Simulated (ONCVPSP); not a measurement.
Potentials for gold (Au) compared

Generated with ld1.x 7.5 (TM, RRKJ, ultrasoft, PAW), atompaw 4.2 or ONCVPSP 4.0.1. The cutoff is in Ry: for ld1.x and atompaw files where the sum of valence levels is converged to 10 mRy in a Bessel basis, for ONCV files where the hardest occupied wave has 1 mHa per electron of residual kinetic energy. The error is the largest all-electron minus pseudo excitation energy over each file’s own four to seven test configurations (ionisations up to +4, promotions, holes and added fractions of an electron), all of which were solved. The labels leave out finer settings (local radius, basis sizes, second energies), which also bear on the numbers. Spin-polarised tests are not counted. The rows are a selection from randomly drawn settings: files with unsolved tests, undetermined cutoffs or missed reference levels are left out.

A true bound ghost makes a file unfit for plane-wave use even where its test errors are small: the radial tests pick states by their node count and pass the ghost by.

| potential | cutoff (Ry) | largest error (meV) | bound ghosts |
| --- | --- | --- | --- |
| ONCV, LDA (Perdew-Wang 92), fully relativistic, rc 1.05/1.25/1.35/1.45 (spdf), local smoothed, core correction yes, reference 5s2 5p6 5d8, qcut 5.8/6.2/8.1/8.1, projectors 2/1/2/2 | 423 | -9.0 | s, p3/2, p1/2 |
| ONCV, PBE, scalar-relativistic, rc 2.30/2.30/1.85 (spd), local smoothed, core correction yes, reference 5d10 6s0.5, qcut 2.8/3.4/10.1, projectors 2/1/1 | 46 | -1374 | s, p |
| ONCV, PBE, scalar-relativistic, rc 1.75/1.30/2.20 (spd), local smoothed, core correction yes, reference 5s2 5p6 5d10 6s0.5, qcut 9.1/8.6/7.3, projectors 2/1/2 | 60 | +99 | none |
| ONCV, Wu-Cohen, scalar-relativistic, rc 1.25/1.50/2.25 (spd), local smoothed, core correction no, reference 5s2 5p6 5d10 6s1, qcut 8.4/9.2/6.2, projectors 3/2/2 | 63 | +45 | s |
| ONCV, PBEsol, scalar-relativistic, rc 1.60/1.65/1.60 (spd), local d, core correction no, reference 5s2 5p6 5d10 6s1, qcut 6.1/9.3/7.7, projectors 2/2/0 | 46 | -6.6 | none |
| ONCV, LDA (Perdew-Zunger), scalar-relativistic, rc 1.70/1.85/2.05/0.55 (spdf), local smoothed, core correction no, reference 4f14 5s2 5p6 5d10 6s1, qcut 6.5/9/8.9/37.7, projectors 2/3/3/2 | 992 | -14 | s, p |

Q: Fill in the row for Au: ONCV, PBE, non-relativistic, rc 2.90/2.30/1.30/2.95 (spdf), local smoothed, core correction yes, reference 5d10 6s0.5, qcut 1.9/4/6.3/3.8, projectors 2/2/2/1.

A: cutoff 40 Ry, largest error -860 meV, bound ghosts: s, p, f.

Q: Fill in the row for Au: ONCV, BLYP, scalar-relativistic, rc 1.60/1.05/1.85 (spd), local smoothed, core correction no, reference 5s2 5p6 5d10 6s1, qcut 9.1/6.4/9.3, projectors 2/2/2.

A: cutoff 243 Ry, largest error -13 meV, bound ghosts: none.
